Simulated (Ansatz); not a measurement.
A nudged elastic band was laid between two geometries of C₃H₄Se (8 atoms, charge 0, multiplicity 1).

Method: UKS PBE/def2-SVP in Ansatz.

```json
{"movable images": "5", "climbing image": "yes", "spring": "5.0 eV/Å²", "optimiser": "quadratic models (default)", "start path": "through a guess of the saddle point", "force threshold": "0.05 eV/Å", "iteration limit": "60", "end points": "relaxed"}
```

Initial state:

```xyz
8
Properties=species:S:1:pos:R:3
C -0.516 1.713 -0.373
C -0.078 0.535 0.026
C 0.365 -0.644 0.411
Se 0.501 -2.155 -0.781
H -1.577 2.001 -0.263
H 0.161 2.459 -0.827
H 0.745 -0.811 1.433
H 0.491 -3.155 0.318
```

Final state:

```xyz
8
Properties=species:S:1:pos:R:3
C -0.637 1.756 -0.551
C 0.115 0.795 -0.016
C 0.912 -0.027 0.606
Se 1.049 -1.859 0.201
H -1.589 2.064 -0.087
H -0.333 2.277 -1.475
H 0.767 -2.384 1.571
H -0.192 -2.680 -0.306
```

Task: What changes between the two ends?

Result: Bonds broken: C3–H7. Bonds formed: Se4–H7.

Task: Give the energies along the band, and the barrier.

Result: The run converged. The highest image is number 3 of 0 to 6, 3.27 eV above the first end and 0.65 eV above the last; the last end lies 2.62 eV above the first. Neighbouring images differ by up to 1.9 eV, so the band resolves the path poorly. A vibrational analysis at the climbing image gives one clearly imaginary mode, 637i cm⁻¹: a first-order saddle point. The orbitals were unrestricted but ended closed-shell.

```tsv
image	path coordinate (Å)	energy (eV)	C3–H7 (Å)	Se4–H7 (Å)
0	0.00	0.00	1.10	2.60
1	0.73	0.15	1.10	2.48
2	1.46	2.10	1.20	1.93
3	2.19	3.27	2.00	1.50
4	3.11	2.82	2.63	1.50
5	4.03	2.72	2.59	1.50
6	4.96	2.62	2.55	1.49
```

Task: What is the geometry of the highest image?

Result: 
```xyz
8
Properties=species:S:1:pos:R:3
C -0.654 1.787 -0.452
C -0.233 0.685 0.180
C 0.067 -0.259 1.032
Se 1.098 -2.083 -0.428
H -1.697 1.889 -0.803
H 0.019 2.644 -0.641
H 1.443 -1.712 0.982
H 0.050 -3.007 0.073
```

Run time: 4.1 min on 2 threads of Intel(R) Xeon(R) Platinum 8488C (Sapphire Rapids), with other jobs on the host, peak memory 0.24 GiB.
